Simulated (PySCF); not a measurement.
This PySCF input asks for the NMR shieldings of `FC[C@@H](C[SiH3])[SiH2]P[SiH3]`, C$_{3}$H$_{14}$FPSi$_{3}$; the geometry comes from GFN2-xTB.

```python
import basis_set_exchange as bse
import numpy as np
from pyscf import gto, dft
from pyscf.prop import nmr

atoms = """
F    -2.053300   -0.660750   -2.219127
C    -1.430601    0.482384   -1.773391
C    -0.452011    0.163527   -0.658848
C    -1.167896   -0.346383    0.593011
Si   -2.271094    0.930415    1.475581
Si    0.833120   -1.122307   -1.263983
P     2.049276   -1.690757    0.521300
Si    2.969379    0.246914    1.129109
H    -0.918282    0.909568   -2.641424
H    -2.227717    1.158146   -1.443697
H     0.060068    1.102072   -0.418843
H    -0.410776   -0.694686    1.303472
H    -1.758115   -1.225171    0.324721
H    -2.553357    0.458850    2.830121
H    -3.536102    1.124441    0.763037
H    -1.555077    2.209544    1.527118
H     1.612830   -0.520173   -2.358388
H     0.185958   -2.344385   -1.741178
H     3.123022   -2.139213   -0.216007
H     3.359465    1.101130    0.002064
H     4.154437   -0.075058    1.922391
H     1.976363    0.951277    1.941326
"""
names = dict.fromkeys(["F", "C", "Si", "P", "H"], "pcSseg-1")
basis = {el: gto.basis.parse(bse.get_basis(n, elements=[el], fmt="nwchem")) for el, n in names.items()}
mol = gto.M(atom=atoms, basis=basis, charge=0, verbose=0)
mf = dft.RKS(mol, xc="PBE0")
mf.grids.level = 2
mf.grids.alignment = dft.numint.BLKSIZE   # the property module wants whole blocks of grid points
mf.conv_tol = 1e-9
mf.kernel()

calc = nmr.RKS(mf)   # GIAO
C = mf.mo_coeff
Co = C[:, mf.mo_occ > 0]
resp = mf.gen_response(singlet=True, hermi=2)
def vind(x):   # induced exchange potential for any number of trial vectors
    d = np.einsum("pi,xij,qj->xpq", C, 2 * x.reshape(-1, C.shape[1], Co.shape[1]), Co, optimize=True)
    return np.einsum("xpq,pi,qj->xij", resp(d - d.transpose(0, 2, 1)), C, Co, optimize=True).ravel()
mo1, _ = nmr.rhf.solve_mo1(calc, with_cphf=vind)
sigma = calc.kernel(mo1)
for i, s in enumerate(sigma):   # ppm
    w = np.linalg.eigvalsh((s + s.T) / 2)
    print("%2d %-2s iso %8.1f  s11 %8.1f  s22 %8.1f  s33 %8.1f" % (i, mol.atom_pure_symbol(i), w.mean(), *w))
```

**Question.** Give the expected output.

**Answer.** 
```
 0 F  iso    421.3  s11    379.9  s22    419.9  s33    464.1
 1 C  iso    100.8  s11     64.9  s22     87.2  s33    150.2
 2 C  iso    158.0  s11    151.7  s22    153.1  s33    169.1
 3 C  iso    179.5  s11    168.0  s22    178.5  s33    192.1
 4 Si iso    420.9  s11    376.7  s22    417.2  s33    468.8
 5 Si iso    385.5  s11    343.7  s22    382.7  s33    430.0
 6 P  iso    660.6  s11    586.7  s22    636.2  s33    759.0
 7 Si iso    433.4  s11    397.8  s22    436.8  s33    465.6
 8 H  iso     27.0  s11     22.7  s22     26.8  s33     31.5
 9 H  iso     26.7  s11     22.6  s22     27.1  s33     30.3
10 H  iso     30.9  s11     27.9  s22     29.5  s33     35.3
11 H  iso     30.7  s11     22.5  s22     32.0  s33     37.6
12 H  iso     30.5  s11     26.5  s22     29.4  s33     35.7
13 H  iso     27.8  s11     24.2  s22     25.4  s33     33.7
14 H  iso     27.5  s11     23.4  s22     26.1  s33     32.9
15 H  iso     28.1  s11     24.6  s22     26.9  s33     32.8
16 H  iso     27.1  s11     22.8  s22     25.6  s33     32.9
17 H  iso     27.1  s11     22.7  s22     26.2  s33     32.3
18 H  iso     31.4  s11     24.8  s22     27.5  s33     41.8
19 H  iso     27.6  s11     23.8  s22     25.7  s33     33.2
20 H  iso     27.6  s11     23.6  s22     24.8  s33     34.3
21 H  iso     27.9  s11     23.6  s22     27.4  s33     32.5
```

These numbers come from an equivalent density-fitted implementation of the same equations, which agrees with the script to about 0.01 ppm for H and up to a few tenths of a ppm for heavy atoms, so last digits may differ.

Size and cost of the density-fitted run: 234 basis functions, 93 s wall time on 1 thread of an Arm Neoverse N1, shared host; peak memory 1.1 GiB.
